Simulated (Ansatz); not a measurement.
```yaml
crystal:
  periodic: [false, false, false]
  atoms:
    - {symbol: Ag, position_ang: [0.455111, -0.081637, 0.460597]}
    - {symbol: Ag, position_ang: [-1.492124, 0.018794, -1.631917]}
    - {symbol: Cl, position_ang: [-0.797475, 1.944415, 0.073096]}
    - {symbol: Cl, position_ang: [1.834489, -1.881572, 1.098223]}
basis:
  gaussian: {orbitals: def2-TZVPP}
total_charge: -1
magnetization: {spin_polarized: true, initial_magnetization: 1}
hamiltonian: {xc: {name: wB97}}
scf: {lower_state_search: light}
output: {forces: true}
```

```sh
$ ansatz run in.yaml --threads 4 --pin off --events-out ev --progress --plain --max-ram 3916MiB
```

Shortened log:

```
Functional definition: wB97
1276 factors; their error is unknown
263 factors; integrals over basis functions are off by at most 6.6e-5 eV
mean field evaluation 1: about -33050.5955 eV, gradient 1.3e1 eV
mean field evaluation 2: about -33051.3884 eV, gradient 1.3e1 eV
mean field evaluation 4: about -33051.9514 eV, gradient 1.4e0 eV
mean field evaluation 8: about -33051.9807 eV, gradient 2.3e-1 eV
mean field evaluation 16: about -33051.9650 eV, gradient 1.2e-3 eV
mean field -33051.96501792 eV, -1214.6373109819 hartree, gradient 6.2e-5 eV, S^2 0.752330; 0 other end points of the search recorded, 0 dependent functions left out
reference -33051.96501155 eV, -1214.6373107478 hartree; 37, 36 occupied and 159, 160 virtual orbitals, 1276 factors
Total energy: -33051.96501155 eV, -1214.6373107478 hartree
Atom 0 at     0.455111    -0.081637     0.460597 Å, force     0.201331    -0.031481     0.206143 eV/Å
Atom 1 at    -1.492124     0.018794    -1.631917 Å, force    -0.146591     0.029037    -0.147038 eV/Å
Atom 2 at    -0.797475     1.944415     0.073096 Å, force     0.074030    -0.159660     0.003358 eV/Å
Atom 3 at     1.834489    -1.881572     1.098223 Å, force    -0.128770     0.162104    -0.062463 eV/Å
Dipole moment:    -0.442255     0.374331    -0.303535 e Å
```

Hardware: 4 threads of Arm Neoverse V1 on a shared host. Wall time 14 s, peak host memory 0.57 GiB.

In the def2 sets Ag takes a core potential; there is no spin–orbit coupling. The highest occupied level of an anion often lies above zero with these methods, and sets without diffuse functions describe the outer electron poorly.

The dipole of an ion depends on the origin.
